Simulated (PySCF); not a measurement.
# One molecule, several mistakes: BCClH3N

These are calculations, not measurements. The program is PySCF 2.14.0, an open-source quantum chemistry code, run on an isolated molecule that a program drew, which may never have been made. The molecule is BCClH3N (charge 0, singlet), drawn as the SMILES string `NC=BCl`.

Each row is a Hartree-Fock (HF) and frozen-core CCSD(T) single point in the cc-pV(D+d)Z basis, meant for a local HF minimum. Run 1 is clean. Each other run has one planted mistake out of seven kinds, and not every kind appears here: one electron removed, one electron added, multiplicity raised by two, geometry at a saddle point, minimal basis STO-3G, one bond length entered in bohr, all coordinates scaled. The reference is restricted for singlets and unrestricted otherwise, and also for a bond in bohr. Adding or removing an electron swaps singlet and doublet. Electrons count all cores. HOMO and LUMO are orbital energies over both spins, the gradient is its largest component, and the lowest frequency (negative if imaginary) is given only where the gradient is small. Bond lengths are over the 6 bonds as drawn. T1 is the CCSD diagnostic: over 0.02 (restricted) or 0.045 (unrestricted) a single reference is doubtful.

Geometry of the clean run:
```xyz
7
BCClH3N, angstrom
N    -0.6364    0.5311   -0.2616
C     0.4073    1.0911   -1.0535
B     0.3931    2.0008   -2.1013
Cl    0.4458    3.0361   -3.4550
H    -1.5309    0.9201   -0.4986
H    -0.4818    0.7263    0.7134
H     1.3944    0.6845   -0.8370
```

| run | electrons | basis functions | <S^2> | HOMO (eV) | LUMO (eV) | gradient (hartree/bohr) | lowest frequency (cm^-1) | mean bond (Å) | longest bond (Å) | T1 | HF (hartree) | CCSD(T) (hartree) | mistake |
|---|---|---|---|---|---|---|---|---|---|---|---|---|---|
| 1 | 38 | 80 | 0.000 | -7.81 | 2.49 | 2.9e-05 | 144 | 1.2695 | 1.705 | 0.0130 | -578.21907 | -578.78957 | no fault |
| 2 | 38 | 80 | 0.000 | -7.77 | 2.58 | 1.1e-02 | - | 1.2555 | 1.686 | 0.0127 | -578.21808 | -578.78638 | all coordinates scaled |
| 3 | 37 | 80 | 0.759 | -16.16 | -5.70 | 8.9e-02 | - | 1.2695 | 1.705 | 0.0263 | -577.97288 | -578.51891 | one electron removed |
| 4 | 39 | 80 | 0.833 | 0.47 | 9.47 | 4.2e-02 | - | 1.2695 | 1.705 | 0.0214 | -578.16289 | -578.74554 | one electron added |
| 5 | 38 | 80 | 2.018 | -6.39 | 1.34 | 6.6e-02 | - | 1.2695 | 1.705 | 0.0236 | -578.16765 | -578.71668 | ? |
| 6 | 38 | 80 | 0.000 | -7.06 | 2.69 | 4.3e-05 | -727 | 1.2607 | 1.710 | 0.0127 | -578.21118 | -578.77972 | ? |

**Which mistake was planted in run 5, and what did it cost?**

Electrons, basis and geometry are unchanged, and <S^2> is 2.018, beside S(S+1) = 2.00 for a multiplicity of 3. So the mistake is: multiplicity raised by two. Subtracting run 1 and multiplying by 627.51 kcal/mol a hartree, the energy moved by 32.3 kcal/mol in HF and 45.7 kcal/mol in CCSD(T).

**Which mistake was planted in run 6, and what did it cost?**

The gradient is small, so the point is stationary, but the lowest frequency is imaginary (-727 cm^-1). So the mistake is: geometry at a saddle point. Subtracting run 1 and multiplying by 627.51 kcal/mol a hartree, the energy moved by 5.0 kcal/mol in HF and 6.2 kcal/mol in CCSD(T).

Cautions from the logs. Run 4: the HOMO is above zero, so the electron isn't bound and the energy depends on the basis.
